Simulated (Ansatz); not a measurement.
C2H9GeNZn, singlet, at the geometry of the source list, atoms displaced at random by about 0.03 Å a coordinate; PBE0/STO-3G, gradient run with Ansatz (a first-principles code).

Input for Ansatz:
Ansatz 0.2 input:
```yaml
crystal:
  periodic: [false, false, false]
  atoms:
    - {symbol: Zn, position_ang: [-0.63267840, 0.85185300, 0.04783301]}
    - {symbol: N, position_ang: [0.53881445, -0.51972356, -0.38819999]}
    - {symbol: C, position_ang: [1.92872888, -0.48955350, -0.10459314]}
    - {symbol: C, position_ang: [0.36286744, -1.40824638, -1.55533493]}
    - {symbol: H, position_ang: [2.35247416, -1.51441978, 0.20439671]}
    - {symbol: H, position_ang: [2.55830688, -0.19097575, -0.91598387]}
    - {symbol: H, position_ang: [2.10269700, 0.19251147, 0.79790594]}
    - {symbol: H, position_ang: [0.88281175, -1.05562732, -2.44875011]}
    - {symbol: H, position_ang: [0.69013590, -2.44445468, -1.36598669]}
    - {symbol: H, position_ang: [-0.69640262, -1.45502359, -1.86528618]}
    - {symbol: Ge, position_ang: [-2.16318907, 1.78705259, 1.60405727]}
    - {symbol: H, position_ang: [-2.50432935, 0.94099438, 2.79104099]}
    - {symbol: H, position_ang: [-1.83822855, 3.13071763, 2.20656852]}
    - {symbol: H, position_ang: [-3.55553251, 2.15192203, 1.06335682]}
basis:
  gaussian:
    orbitals: STO-3G
hamiltonian:
  xc: pbe0
output: {forces: true}
```

Write the output that Ansatz gives for this input, abridged.


```
Functional definition: PBE0
677 factors; integrals over basis functions are off by at most 5.1e-4 eV
mean field evaluation 1: about -106436.0495 eV, gradient 3.1e2 eV
mean field evaluation 2: about -106197.4638 eV, gradient 3.4e2 eV
mean field evaluation 4: about -103601.0616 eV, gradient 2.7e2 eV
mean field evaluation 8: about -107333.8077 eV, gradient 5.8e1 eV
mean field evaluation 16: about -107370.6155 eV, gradient 2.6e-1 eV
mean field evaluation 32: about -107364.4790 eV, gradient 4.7e1 eV
mean field -107370.61682198 eV, -3945.7973897896 hartree, gradient 1.1e-5 eV, S^2 0.000000; 4 other end points of the search recorded, 0 dependent functions left out
the calculation of the forces begins
reference -107370.61684407 eV, -3945.7973906017 hartree; 45, 45 occupied and 15, 15 virtual orbitals, 677 factors
Total energy: -107370.61684407 eV, -3945.7973906017 hartree
Atom 0 at    -0.632678     0.851853     0.047833 Å, force     2.095977    -3.166250    -0.142457 eV/Å
Atom 1 at     0.538814    -0.519724    -0.388200 Å, force    -5.487657     3.838361     0.406006 eV/Å
Atom 2 at     1.928729    -0.489553    -0.104593 Å, force     2.565070    -0.714489     4.418477 eV/Å
Atom 3 at     0.362867    -1.408246    -1.555335 Å, force    -1.638659    -0.300074    -0.497845 eV/Å
Atom 4 at     2.352474    -1.514420     0.204397 Å, force    -0.804046     1.187625    -0.319762 eV/Å
Atom 5 at     2.558307    -0.190976    -0.915984 Å, force     0.784832     0.841291    -1.320645 eV/Å
Atom 6 at     2.102697     0.192511     0.797906 Å, force     0.089560    -0.768289    -1.371194 eV/Å
Atom 7 at     0.882812    -1.055627    -2.448750 Å, force     0.648219     0.258691    -0.282099 eV/Å
Atom 8 at     0.690136    -2.444455    -1.365987 Å, force     0.141250     0.026480     0.234713 eV/Å
Atom 9 at    -0.696403    -1.455024    -1.865286 Å, force    -0.004868    -0.029487     0.306136 eV/Å
Atom 10 at    -2.163189     1.787053     1.604057 Å, force    -0.657581     0.318302    -0.002820 eV/Å
Atom 11 at    -2.504329     0.940994     2.791041 Å, force     0.411846     0.944074    -1.280482 eV/Å
Atom 12 at    -1.838229     3.130718     2.206569 Å, force    -0.102800    -1.708314    -0.696635 eV/Å
Atom 13 at    -3.555533     2.151922     1.063357 Å, force     1.958858    -0.727922     0.548606 eV/Å
Dipole moment:     0.278931    -0.218991    -0.205331 e Å
```
